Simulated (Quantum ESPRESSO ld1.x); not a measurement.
The run below uses ld1.x (Quantum ESPRESSO 7.5).

```
 &input
    zed=60.0,
    iswitch=1,
    rel=2,
    dft='PBE',
    config='[Xe] 4f4 6s2',
    rel_dist='average',
    verbosity='high',
    lsmall=.true.,
    prefix='ld1',
    max_out_wfc=37,
    file_charge='ld1.rho',
 /
```

Command: `OMP_NUM_THREADS=1 ld1.x < ld1.in > ld1.out`

Output (excerpt):

```
     Program LD1 v.7.5 starts

 state nlj           4           3   2.5000000000000000       not converged   [2 such lines]
     --------------------------- All-electron run ----------------------------

     dirac relativistic calculation

     atomic number is 60.00
     dft =PBE   lsd =0 sic =0 latt =0  beta=0.20 tr2=1.0E-14
     Exchange-correlation= PBE
                           (   1   4   3   4   0   0   0)
     mesh =2089 r(mesh) = 100.44953 a.u. xmin = -8.00 dx = 0.00800
     1 Ry =  13.60569312 eV, c = 137.03599908

     n l j   nl                  e(Ry)          e(Ha)          e(eV)
     Spin orbit split results
     1 0 0.5 1S 1( 2.00)   -3187.145745732   -1593.572872866 -43363.3269547
     2 0 0.5 2S 1( 2.00)    -515.264886896    -257.632443448  -7010.5359282
     2 1 0.5 2P 1( 2.00)    -487.439294114    -243.719647057  -6631.9494518
     2 1 1.5 2P 1( 4.00)    -449.214061072    -224.607030536  -6111.8686615
     3 0 0.5 3S 1( 2.00)    -111.788960363     -55.894480181  -1520.9662892
     3 1 0.5 3P 1( 2.00)     -99.914102294     -49.957051147  -1359.4006145
     3 1 1.5 3P 1( 4.00)     -92.283087611     -46.141543806  -1255.5753705
     4 0 0.5 4S 1( 2.00)     -22.231376689     -11.115688344   -302.4732889
     4 1 0.5 4P 1( 2.00)     -17.750846590      -8.875423295   -241.5125714
     4 1 1.5 4P 1( 4.00)     -16.096450241      -8.048225121   -219.0033624
     3 2 1.5 3D 1( 4.00)     -71.619210749     -35.809605375   -974.4290032
     3 2 2.5 3D 1( 6.00)     -69.969822277     -34.984911139   -951.9879298
     5 0 0.5 5S 1( 2.00)      -2.969835314      -1.484917657    -40.4066679
     5 1 0.5 5P 1( 2.00)      -1.778278558      -0.889139279    -24.1947124
     5 1 1.5 5P 1( 4.00)      -1.556356993      -0.778178496    -21.1753156
     4 2 1.5 4D 1( 4.00)      -8.737282276      -4.368641138   -118.8767814
     4 2 2.5 4D 1( 6.00)      -8.444996602      -4.222498301   -114.9000322
     4 3 2.5 4F 1( 1.71)      -0.145479631      -0.072739816     -1.9793512
     4 3 3.5 4F 1( 2.29)      -0.115892053      -0.057946026     -1.5767917
     6 0 0.5 6S 1( 2.00)      -0.257411769      -0.128705885     -3.5022655
     Averaged results
     1 0     1S 1( 2.00)   -3187.145745732   -1593.572872866 -43363.3269547
     2 0     2S 1( 2.00)    -515.264886896    -257.632443448  -7010.5359282
     2 1     2P 1( 6.00)    -461.955805419    -230.977902710  -6285.2289249
     3 0     3S 1( 2.00)    -111.788960363     -55.894480181  -1520.9662892
     3 1     3P 1( 6.00)     -94.826759172     -47.413379586  -1290.1837851
     4 0     4S 1( 2.00)     -22.231376689     -11.115688344   -302.4732889
     4 1     4P 1( 6.00)     -16.647915691      -8.323957845   -226.5064320
     3 2     3D 1(10.00)     -70.629577666     -35.314788833   -960.9643591
     5 0     5S 1( 2.00)      -2.969835314      -1.484917657    -40.4066679
     5 1     5P 1( 6.00)      -1.630330848      -0.815165424    -22.1817812
     4 2     4D 1(10.00)      -8.561910872      -4.280955436   -116.4907319
     4 3     4F 1( 4.00)      -0.128572444      -0.064286222     -1.7493172
     6 0     6S 1( 2.00)      -0.257411769      -0.128705885     -3.5022655

     final scf error:  6.1E-15 reached in  32 iterations

     Etot =  -19259.753879 Ry,   -9629.876940 Ha, -262042.300904 eV

     Ekin =   20772.420420 Ry,   10386.210210 Ha,  282623.177654 eV
     Encl =  -47060.331111 Ry,  -23530.165555 Ha, -640288.423356 eV
     Eh   =    7474.367878 Ry,    3737.183939 Ha,  101693.955641 eV
     Exc  =    -446.211067 Ry,    -223.105533 Ha,   -6071.010843 eV

     normalization and overlap integrals

     s(1S/1S) =  1.000000  <r> =   0.0236  <r2> =    0.0008  r(max) =   0.0151
     LC norm =  0.95045644 + SC norm =  0.04954356 =  1.00000000
     s(2S/2S) =  1.000000  <r> =   0.1005  <r2> =    0.0120  r(max) =   0.0852
     LC norm =  0.98917986 + SC norm =  0.01082014 =  1.00000000
     s(2P/2P) =  1.000000  <r> =   0.0842  <r2> =    0.0088  r(max) =   0.0655
     LC norm =  0.98913861 + SC norm =  0.01086139 =  1.00000000
     s(2P/2P) =  1.000000  <r> =   0.0906  <r2> =    0.0100  r(max) =   0.0703
     LC norm =  0.98983652 + SC norm =  0.01016348 =  1.00000000
     s(3S/3S) =  1.000000  <r> =   0.2659  <r2> =    0.0809  r(max) =   0.2431
     LC norm =  0.99664465 + SC norm =  0.00335535 =  1.00000000
     s(3P/3P) =  1.000000  <r> =   0.2556  <r2> =    0.0760  r(max) =   0.2317
     LC norm =  0.99670420 + SC norm =  0.00329580 =  1.00000000
     s(3P/3P) =  1.000000  <r> =   0.2681  <r2> =    0.0833  r(max) =   0.2431
     LC norm =  0.99689728 + SC norm =  0.00310272 =  1.00000000
     s(4S/4S) =  1.000000  <r> =   0.6072  <r2> =    0.4163  r(max) =   0.5676
     LC norm =  0.99895624 + SC norm =  0.00104376 =  1.00000000
     s(4P/4P) =  1.000000  <r> =   0.6237  <r2> =    0.4427  r(max) =   0.5722
     LC norm =  0.99902650 + SC norm =  0.00097350 =  1.00000000
     s(4P/4P) =  1.000000  <r> =   0.6519  <r2> =    0.4834  r(max) =   0.6003
     LC norm =  0.99909176 + SC norm =  0.00090824 =  1.00000000
     s(3D/3D) =  1.000000  <r> =   0.2394  <r2> =    0.0676  r(max) =   0.1943
     LC norm =  0.99701819 + SC norm =  0.00298181 =  1.00000000
     s(3D/3D) =  1.000000  <r> =   0.2433  <r2> =    0.0697  r(max) =   0.1974
     LC norm =  0.99707425 + SC norm =  0.00292575 =  1.00000000
     s(5S/5S) =  1.000000  <r> =   1.4737  <r2> =    2.4439  r(max) =   1.3253
     LC norm =  0.99978008 + SC norm =  0.00021992 =  1.00000000
     s(5P/5P) =  1.000000  <r> =   1.6665  <r2> =    3.1565  r(max) =   1.4472
     LC norm =  0.99982801 + SC norm =  0.00017199 =  1.00000000
     s(5P/5P) =  1.000000  <r> =   1.7589  <r2> =    3.5201  r(max) =   1.5184
     LC norm =  0.99984478 + SC norm =  0.00015522 =  1.00000000
     s(4D/4D) =  1.000000  <r> =   0.7013  <r2> =    0.5710  r(max) =   0.6149
     LC norm =  0.99924498 + SC norm =  0.00075502 =  1.00000000
     s(4D/4D) =  1.000000  <r> =   0.7114  <r2> =    0.5875  r(max) =   0.6198
     LC norm =  0.99926249 + SC norm =  0.00073751 =  1.00000000
     s(4F/4F) =  1.000000  <r> =   1.1165  <r2> =    1.7900  r(max) =   0.6608
     LC norm =  0.99963023 + SC norm =  0.00036977 =  1.00000000
     s(4F/4F) =  1.000000  <r> =   1.1423  <r2> =    1.9029  r(max) =   0.6661
     LC norm =  0.99963852 + SC norm =  0.00036148 =  1.00000000
     s(6S/6S) =  1.000000  <r> =   4.4370  <r2> =   22.3452  r(max) =   3.8101
     LC norm =  0.99997669 + SC norm =  0.00002331 =  1.00000000

     LC charge = 59.74367684 + SC charge =  0.25632316 = 60.00000000

     ------------------------ End of All-electron run ------------------------
```

Run on one thread of a shared host, so times are rough (Intel(R) Xeon(R) Processor @ 2.60GHz): 0.84 s of CPU time, 1.2 s wall, 32 iterations on 2089 mesh points.
